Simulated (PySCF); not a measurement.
C6H5NO2.
Bonds: O1–C2 (double), C2–O3, C2–C4, C4–C5 (aromatic), C5–C6 (aromatic), C6–C7 (aromatic), C7–C8 (aromatic), C8–N9 (aromatic), C4–N9 (aromatic). Hydrogens: H10 on O3; H11 on C5; H12 on C6; H13 on C7; H14 on C8.

Probes without a nucleus sit at each ring's centroid and 1 Å off its mean plane on both sides; NICS is minus the shielding there, NICSzz its component along the normal. Level: GIAO PBE0/pcSseg-1 (PySCF, non-relativistic, gas phase) on the PBE0-D3(BJ)/def2-SVP geometry, one conformer.

Ring bond lengths (Å), with Mayer bond orders in brackets: C4–C5 1.398 (1.33), C5–C6 1.391 (1.43), C6–C7 1.392 (1.42), C7–C8 1.397 (1.38), C8–N9 1.327 (1.51), N9–C4 1.331 (1.46).

**Question.** Give the NICS values of each ring in ppm.

**Answer.** 
```
             ring                                               type  NICS(0)  NICS(1), two faces  NICS(1)zz, two faces  rms pucker (Å)  centre to ring atoms, mean (Å)
C4–C5–C6–C7–C8–N9  6-membered ring with N; formal bonds all aromatic     -7.5       -11.4 / -11.4         -28.3 / -28.3            0.00                            1.37
```

**Question.** What can be read from them?

**Answer.** 
- C4–C5–C6–C7–C8–N9: mean NICS(1)zz -28.3 ppm, shielded, aromatic by this magnetic criterion (flat ring, no four-coordinate atom).

**Question.** How equal are the bonds by HOMA? HOMA = 1 − mean of α(R − Ropt)² over the ring bonds, with Krygowski's 1993 parameters (CC: Ropt 1.388 Å, α 257.7 Å⁻²; CN: Ropt 1.334 Å, α 93.52 Å⁻²).

**Answer.** 
- C4–C5–C6–C7–C8–N9: HOMA 0.99; the largest term is that of C4–C5, α(R − Ropt)² = 0.02. The geometric and the magnetic index point the same way.

**Question.** How shielded are the nuclei of the rings and their hydrogens (means over atoms taken as equivalent)?

**Answer.** 
| atoms | environment | σ isotropic (ppm) |
| --- | --- | --- |
| C4 | substituted aromatic carbon | 32.9 |
| C5 | aromatic CH carbon | 52.0 |
| C6 | aromatic CH carbon | 42.7 |
| C7 | aromatic CH carbon | 52.4 |
| C8 | aromatic CH next to a ring nitrogen | 29.5 |
| N9 | pyridine-type nitrogen | -99.8 |
| H11 | aromatic hydrogen | 22.80 |
| H12 | aromatic hydrogen | 23.36 |
| H13 | aromatic hydrogen | 23.89 |
| H14 | aromatic hydrogen | 22.39 |

**Question.** How do the values depend on the level or the medium?

**Answer.** 
```json
{"level": "PBE0/pcSseg-1, gas", "NICS(0), C4–C5–C6–C7–C8–N9": "-7.5", "mean NICS(1)zz, C4–C5–C6–C7–C8–N9": "-28.3"}
{"level": "WP04/pcSseg-1, gas", "NICS(0), C4–C5–C6–C7–C8–N9": "-7.8", "mean NICS(1)zz, C4–C5–C6–C7–C8–N9": "-27.3"}
```

The geometry is the same throughout.

Conformer computed: `[O:1]=[C:2]([OH:3])[c:4]1[cH:5][cH:6][cH:7][cH:8][n:9]1`: O1–C2–C4–C5 0°, H–O3–C2–O1 0°.
